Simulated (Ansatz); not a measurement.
Steps of a relaxation of H6InNOSSi, SMILES `[NH2][In]([SH])[O][SiH3]` with RKS PBE0-D4/def2-TZVP.

```sh
$ ansatz run in.yaml --threads 2 --pin off --events-out ev --progress --plain --max-ram 32768MiB --backend cuda --devices 0, --max-vram 18GiB
```

```yaml
crystal:
  periodic: [false, false, false]
  atoms:
    - {symbol: N, position_ang: [-0.821940, 2.410170, -0.072390]}
    - {symbol: In, position_ang: [0.476230, 0.951260, -0.741790]}
    - {symbol: S, position_ang: [2.288650, 0.877530, -2.318710]}
    - {symbol: O, position_ang: [0.052800, -0.917230, -0.257550]}
    - {symbol: Si, position_ang: [-0.549180, -1.844120, 0.913020]}
    - {symbol: H, position_ang: [-0.312230, 3.241370, 0.214210]}
    - {symbol: H, position_ang: [-1.321040, 2.069800, 0.746100]}
    - {symbol: H, position_ang: [2.325440, -0.442820, -2.185140]}
    - {symbol: H, position_ang: [-1.674370, -1.179230, 1.590190]}
    - {symbol: H, position_ang: [0.513870, -2.107690, 1.893200]}
    - {symbol: H, position_ang: [-0.978240, -3.059020, 0.218860]}
basis:
  gaussian: {orbitals: def2-TZVP}
hamiltonian: {xc: pbe0, dispersion: d4}
relax: {f_tol: 0.005, max_steps: 150}
```

Positions (Å) and forces (eV/Å) along the path, 12 of 27 steps:

```xyz
11
step=1 energy=-27515.4773 eV
N    -0.822    2.410   -0.072    0.575   -0.443   -0.061
In    0.476    0.951   -0.742   -0.063    0.400   -0.195
S     2.289    0.878   -2.319   -0.392    0.595    0.294
O     0.053   -0.917   -0.258    0.200    0.461   -0.354
Si   -0.549   -1.844    0.913    0.222    0.190   -0.410
H    -0.312    3.241    0.214   -0.124   -0.012   -0.066
H    -1.321    2.070    0.746    0.045    0.035   -0.082
H     2.325   -0.443   -2.185    0.018   -0.477    0.047
H    -1.674   -1.179    1.590   -0.347    0.046    0.275
H     0.514   -2.108    1.893    0.134   -0.242    0.402
H    -0.978   -3.059    0.219   -0.269   -0.553    0.150
11
step=2 energy=-27515.5708 eV
N    -0.788    2.381   -0.084    0.308    0.482    0.645
In    0.470    0.945   -0.751   -0.131    0.083    0.019
S     2.250    0.980   -2.284    0.081    0.136   -0.079
O     0.045   -0.927   -0.266    0.035    0.077   -0.014
Si   -0.561   -1.874    0.898    0.040   -0.024   -0.106
H    -0.334    3.304    0.031   -0.431   -0.807   -0.084
H    -1.179    2.111    0.827    0.160    0.253   -0.521
H     2.358   -0.352   -2.184    0.031   -0.119   -0.018
H    -1.706   -1.241    1.608   -0.089    0.056    0.041
H     0.470   -2.185    1.924    0.047   -0.043    0.071
H    -1.026   -3.141    0.281   -0.052   -0.093    0.045
11
step=3 energy=-27515.5918 eV
N    -0.773    2.370   -0.071    0.120    0.171    0.329
In    0.480    0.941   -0.747   -0.046   -0.053    0.010
S     2.268    1.003   -2.282    0.061    0.012   -0.064
O     0.051   -0.930   -0.254   -0.005    0.004    0.018
Si   -0.569   -1.875    0.907    0.010   -0.036   -0.009
H    -0.343    3.287    0.041   -0.146   -0.262   -0.075
H    -1.209    2.124    0.817    0.089    0.046   -0.267
H     2.407   -0.337   -2.277   -0.067    0.078    0.057
H    -1.719   -1.232    1.612   -0.005    0.028   -0.013
H     0.454   -2.198    1.944    0.000    0.003    0.001
H    -1.047   -3.153    0.311   -0.011    0.007    0.013
11
step=6 energy=-27515.6062 eV
N    -0.743    2.271   -0.028   -0.034   -0.042    0.004
In    0.503    0.872   -0.742    0.030   -0.106   -0.032
S     2.243    1.097   -2.321   -0.016   -0.028    0.015
O     0.161   -1.032   -0.273    0.094    0.252   -0.135
Si   -0.573   -1.853    0.912   -0.049   -0.138    0.099
H    -0.382    3.212    0.024    0.020    0.035    0.003
H    -1.206    2.043    0.840   -0.018   -0.012    0.024
H     2.442   -0.233   -2.323    0.011    0.014   -0.011
H    -1.677   -1.066    1.539   -0.029    0.043    0.013
H     0.387   -2.202    1.998   -0.004   -0.011    0.011
H    -1.155   -3.112    0.374   -0.004   -0.007    0.008
11
step=8 energy=-27515.6116 eV
N    -0.756    2.222   -0.024    0.000   -0.047   -0.006
In    0.527    0.865   -0.763   -0.007    0.021    0.022
S     2.234    1.113   -2.370    0.001    0.000   -0.012
O     0.242   -1.023   -0.225    0.010    0.005   -0.019
Si   -0.572   -1.825    0.927   -0.003    0.011    0.010
H    -0.413    3.167    0.062   -0.008    0.015    0.002
H    -1.216    1.952    0.835    0.016    0.006   -0.005
H     2.475   -0.209   -2.367    0.002    0.000    0.004
H    -1.653   -0.980    1.526   -0.001    0.001    0.001
H     0.335   -2.234    2.037   -0.001   -0.008    0.006
H    -1.203   -3.048    0.361   -0.008   -0.003   -0.003
11
step=9 energy=-27515.6131 eV
N    -0.770    2.177   -0.020    0.004   -0.043    0.042
In    0.550    0.855   -0.762   -0.041    0.029    0.018
S     2.222    1.132   -2.401    0.009   -0.032   -0.001
O     0.307   -1.032   -0.197   -0.052   -0.062    0.074
Si   -0.570   -1.806    0.934    0.036    0.043   -0.045
H    -0.457    3.135    0.050   -0.011    0.000   -0.001
H    -1.197    1.901    0.855    0.028    0.020   -0.050
H     2.496   -0.186   -2.384    0.004    0.021   -0.005
H    -1.624   -0.913    1.515    0.031   -0.019   -0.004
H     0.296   -2.268    2.059   -0.025    0.015   -0.029
H    -1.252   -2.995    0.350    0.017    0.025    0.000
11
step=10 energy=-27515.6136 eV
N    -0.777    2.168   -0.017   -0.001   -0.038    0.020
In    0.546    0.855   -0.763   -0.005   -0.008    0.009
S     2.220    1.128   -2.401    0.006   -0.014   -0.007
O     0.320   -1.034   -0.193   -0.053   -0.033    0.060
Si   -0.569   -1.803    0.933    0.051    0.038   -0.030
H    -0.476    3.130    0.040    0.006    0.029   -0.009
H    -1.188    1.897    0.867    0.004   -0.003   -0.020
H     2.505   -0.187   -2.384   -0.010    0.020    0.008
H    -1.609   -0.898    1.520    0.012   -0.018   -0.013
H     0.289   -2.276    2.058   -0.019    0.000   -0.029
H    -1.263   -2.980    0.340    0.010    0.027    0.010
11
step=11 energy=-27515.6144 eV
N    -0.778    2.164   -0.018   -0.002   -0.004    0.004
In    0.550    0.857   -0.763   -0.005    0.011    0.009
S     2.217    1.123   -2.409   -0.001    0.002   -0.001
O     0.335   -1.028   -0.175   -0.005   -0.003    0.009
Si   -0.563   -1.800    0.936    0.004    0.000   -0.009
H    -0.495    3.132    0.027    0.004   -0.005   -0.007
H    -1.190    1.895    0.865    0.003   -0.003   -0.007
H     2.506   -0.189   -2.372    0.001   -0.001    0.000
H    -1.592   -0.893    1.536    0.000    0.004    0.003
H     0.286   -2.308    2.050    0.003   -0.003    0.000
H    -1.276   -2.955    0.324   -0.002    0.002   -0.002
11
step=16 energy=-27515.6160 eV
N    -0.819    2.140   -0.056    0.002   -0.030   -0.004
In    0.556    0.857   -0.758    0.001    0.010   -0.004
S     2.226    1.127   -2.401   -0.003    0.006   -0.001
O     0.390   -1.016   -0.122   -0.006   -0.013    0.001
Si   -0.547   -1.794    0.953   -0.001    0.008    0.012
H    -0.566    3.117   -0.043    0.002    0.021    0.005
H    -1.215    1.885    0.839    0.000    0.007   -0.004
H     2.541   -0.179   -2.342    0.000   -0.003    0.005
H    -1.464   -0.847    1.664    0.009   -0.012   -0.007
H     0.287   -2.470    1.985   -0.005    0.000   -0.007
H    -1.390   -2.821    0.280    0.001    0.005    0.003
11
step=18 energy=-27515.6163 eV
N    -0.828    2.138   -0.069    0.006   -0.013   -0.006
In    0.553    0.856   -0.761   -0.005    0.008    0.000
S     2.230    1.129   -2.396    0.002   -0.005    0.002
O     0.388   -1.016   -0.123   -0.004   -0.007    0.005
Si   -0.544   -1.794    0.957   -0.009   -0.002    0.015
H    -0.577    3.116   -0.057   -0.002    0.004    0.004
H    -1.229    1.884    0.823    0.000    0.004   -0.001
H     2.558   -0.173   -2.321   -0.001    0.005    0.000
H    -1.424   -0.841    1.708    0.017   -0.017   -0.014
H     0.298   -2.511    1.956   -0.013    0.008   -0.015
H    -1.426   -2.788    0.283    0.010    0.014    0.011
11
step=24 energy=-27515.6166 eV
N    -0.851    2.127   -0.097   -0.001    0.006    0.004
In    0.550    0.855   -0.766   -0.001    0.000    0.000
S     2.255    1.136   -2.371   -0.001    0.001    0.000
O     0.383   -1.019   -0.130    0.004    0.001   -0.001
Si   -0.536   -1.790    0.964   -0.004   -0.002    0.002
H    -0.609    3.107   -0.085    0.000   -0.004   -0.002
H    -1.261    1.873    0.792    0.000   -0.002   -0.001
H     2.587   -0.165   -2.290    0.001   -0.001   -0.001
H    -1.325   -0.825    1.793    0.001   -0.001    0.000
H     0.313   -2.590    1.889   -0.002    0.001   -0.001
H    -1.505   -2.708    0.301    0.002    0.002    0.001
11
step=27 energy=-27515.6167 eV
N    -0.855    2.121   -0.099    0.001   -0.004   -0.003
In    0.551    0.853   -0.766   -0.001    0.000    0.000
S     2.254    1.138   -2.372    0.001   -0.003    0.000
O     0.392   -1.020   -0.125    0.001    0.001    0.000
Si   -0.535   -1.788    0.966    0.001    0.000    0.000
H    -0.617    3.102   -0.091    0.000    0.002    0.002
H    -1.262    1.868    0.791    0.000    0.002    0.001
H     2.593   -0.161   -2.288    0.000    0.003   -0.001
H    -1.311   -0.819    1.803   -0.002    0.001    0.001
H     0.307   -2.604    1.883    0.001   -0.001    0.001
H    -1.515   -2.690    0.299   -0.002   -0.001   -0.001
```

Run time 100 s (2 threads of an AMD EPYC 7R13 on a shared host and a share of an NVIDIA H100 80 GB); peak host memory 1 GiB.
